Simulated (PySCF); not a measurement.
A structure optimised at r2SCAN-D4/def2-TZVP, used in a PySCF frequency run:

```
Zn
F 1 1.7339
Cl 1 2.0643 2 180.00
```
Charge 0, spin multiplicity 1.

### Question
Write its SMILES, formula and point group.

### Answer
[F][Zn][Cl], ClFZn, C∞v

### Question
What are its rotational constants (standard atomic weights)?

### Answer
2.5961 GHz (linear rotor, B only)
